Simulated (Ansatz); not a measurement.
Relaxation of GaH$_{3}$S$_{2}$ (6 atoms, charge 0, multiplicity 1), to a largest force component of 0.02 eV/Å in at most 40 steps.

Theory: RKS LDA/def2-SVP in Ansatz.

```xyz
6
Properties=species:S:1:pos:R:3
S -1.525 -1.779 0.234
Ga 0.607 0.229 -0.396
S 1.435 0.785 0.237
H -1.671 -0.338 0.037
H 0.564 0.421 -1.528
H 0.633 0.619 1.369
```

Q: Where does it end, and by what steps?

A: The run converged. After 16 steps the energy has fallen by 47.073 eV; H4 moved furthest, 1.00 Å. The start is strongly strained (largest force component 121 eV/Å), so its close contacts needn't be bonds. Parted: Ga2–H6. Joined: S1–Ga2.

| step | energy less start (eV) | largest force component (eV/Å) | accepted |
| --- | --- | --- | --- |
| 0 | 0.0000 | 120.798 | yes |
| 1 | -33.7308 | 29.040 | yes |
| 2 | -42.2195 | 11.613 | yes |
| 3 | -45.5507 | 3.371 | yes |
| 4 | -46.4340 | 1.585 | yes |
| 5 | -46.7038 | 1.093 | yes |
| 6 | -46.7960 | 0.867 | yes |
| 7 | -46.8464 | 0.357 | yes |
| 8 | -46.8790 | 0.261 | yes |
| 9 | -46.9061 | 0.902 | yes |
| 10 | -46.9369 | 1.134 | yes |
| 11 | -47.0063 | 0.547 | yes |
| 12 | -47.0406 | 0.361 | yes |
| 13 | -47.0437 | 0.322 | yes |
| 14 | -47.0701 | 0.048 | yes |
| 15 | -47.0722 | 0.021 | yes |
| 16 | -47.0730 | 0.003 | yes |

```xyz
6
Properties=species:S:1:pos:R:3
S -1.539 -1.063 -0.381
Ga 0.321 -0.006 -0.826
S 1.404 1.037 0.758
H -1.530 -0.739 0.945
H 0.875 0.003 -2.277
H 0.511 0.704 1.735
```

Run time: 16 s on 1 thread of Intel(R) Xeon(R) Platinum 8488C (Sapphire Rapids) (shared host), peak memory 0.14 GiB.
